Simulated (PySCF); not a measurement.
Excitations are Tamm–Dancoff values on a coarser integration grid. The basis has no diffuse functions, so Rydberg states are missing or too high.

Cartesian coordinates (Å):
SMILES: O=C1[C@H]2O[C@@H]12
```xyz
7

O      1.9758    -0.2930    -0.6974
C      0.8097    -0.1098    -0.5222
C     -0.1696     0.8202     0.0335
O     -1.3699     0.2436    -0.4496
C     -0.4221    -0.7234    -0.0334
H     -0.1769     1.4683     0.8968
H     -0.6471    -1.4059     0.7723
```
Charge 0, spin multiplicity 1.

Problem. Predict the HOMO–LUMO gap, dipole moment and S1 excitation (TDA) from PBE-D3(BJ)/def2-TZVP // B3LYP-D3(BJ)/def2-TZVP in PySCF.

Solution. 
```json
{
  "HOMO–LUMO gap": "4.16 eV",
  "dipole_moment": "2.69 D",
  "S1 excitation (TDA)": "4.73 eV"
}
```
